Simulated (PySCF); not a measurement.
B(F)(OH)(SiH3) (BFH4OSi), SMILES OB(F)[SiH3].

Coordinates come from a PBE-D3(BJ)/def2-SVP optimisation. One conformer was computed; it need not be the lowest.

Method: r2SCAN/def2-TZVPD (PySCF).

Symmetry labels are those of the subgroup Cs that the program uses (full group Cs).

Computed valence orbital energies around the gap with their symmetry:
```tsv
orbital	symmetry	energy (eV)
HOMO−7	A'	-13.50
HOMO−6	A'	-11.70
HOMO−5	A"	-11.64
HOMO−4	A'	-9.69
HOMO−3	A"	-9.38
HOMO−2	A"	-8.70
HOMO−1	A'	-8.68
HOMO	A'	-7.81
LUMO	A"	-1.39
LUMO+1	A'	-0.15
LUMO+2	A'	0.40
LUMO+3	A'	0.71
```
